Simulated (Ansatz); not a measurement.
Species: HBCl$_{2}$S, SMILES `B(S)(Cl)Cl` (H–S–B–Cl torsion 0°) with one electron removed (charge 1, multiplicity 2), formula HBCl2S.

Q: How many basis functions does frozen-core CCSD(T)/cc-pVTZ // B3LYP-D3(BJ)/def2-TZVP (Ansatz, a first-principles code) use, how many core orbitals are frozen, and how many electrons are correlated?

A: 146 basis functions and 16 frozen orbitals, which leaves 23 correlated electrons. Core time is of the order of minutes.
